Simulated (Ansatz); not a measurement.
Frontier orbitals of `B[O][In]([Br])[CH]=C`.

```xyz
11

B     1.989   -1.043   -0.634
O     0.835   -1.716   -0.646
In   -0.825   -1.134    0.318
Br   -2.047   -3.109    1.105
C    -1.389    0.889    0.499
C    -0.639    1.871    0.010
H     2.123   -0.027    0.021
H     2.913   -1.457   -1.287
H    -2.322    1.117    1.006
H     0.304    1.696   -0.498
H    -0.941    2.912    0.106
```

Total charge 0; spin multiplicity 1. Correlated methods include outer-core shells of Br, In, which these sets cover unevenly. Scalar relativity is left out up to krypton. In: def2 effective core potential. The geometry is a stationary point of PBE0-D4/def2-TZVP. It is one conformer, not always the lowest. Basis def2-TZVPP, Ansatz.

| functional | HOMO (eV) | LUMO (eV) | gap (eV) |
| --- | --- | --- | --- |
| PBE | -6.20 | -2.78 | 3.42 |
| revPBE | -6.15 | -2.66 | 3.49 |
| PBE0 | -7.57 | -1.96 | 5.61 |
| B3LYP | -7.38 | -2.22 | 5.16 |
| r2SCAN0 | -7.77 | -1.87 | 5.90 |
| HSE06 (plane-wave form) | -7.17 | -2.33 | 4.84 |
| LC-ωPBE | -10.32 | 0.08 | 10.40 |
| ωB97X-V | -9.99 | -0.05 | 9.94 |
| ωB97M-V | -9.87 | -0.26 | 9.61 |

From PBE to PBE0 the HOMO moves by −1.38 eV and the LUMO by +0.82 eV, and with ωB97M-V by −3.68 and +2.53 eV, so the gap grows from 3.41 to 9.62 eV with exact exchange.

B3LYP here is the variant with VWN-RPA as its local correlation; programs differ in this. LC-ωPBE has ω = 0.4 bohr⁻¹.
